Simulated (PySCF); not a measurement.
Radial density of Al²⁺ (aluminium, charge +2)

TPSS, [Ne] 3d1, 2D determinant (an excited configuration). Computed with PySCF 2.14 in aug-cc-pV(Q+d)Z, with no relativity, point nucleus.

| r (bohr) | 4πr²ρ (e/bohr) | 4πr²(ρα − ρβ) |
| --- | --- | --- |
| 0.00198 | 0.06526 | 0.0000 |
| 0.00333 | 0.1784 | 0.0000 |
| 0.00560 | 0.4756 | 0.0000 |
| 0.00941 | 1.219 | 0.0000 |
| 0.0158 | 2.919 | 0.0000 |
| 0.0266 | 6.248 | -0.0001 |
| 0.0448 | 11.09 | -0.0002 |
| 0.0754 | 14.49 | -0.0003 |
| 0.127 | 12.12 | -0.0004 |
| 0.213 | 8.460 | -0.0009 |
| 0.359 | 11.59 | -0.0016 |
| 0.603 | 10.73 | 0.0075 |
| 1.01 | 3.163 | 0.0500 |
| 1.71 | 0.3554 | 0.1886 |
| 2.87 | 0.3444 | 0.3438 |
| 4.83 | 0.1118 | 0.1118 |
| 8.12 | 0.001960 | 0.0020 |

The outer electron is Rydberg-like, and this basis confines it to a smaller radius and binds it less than a complete one would.
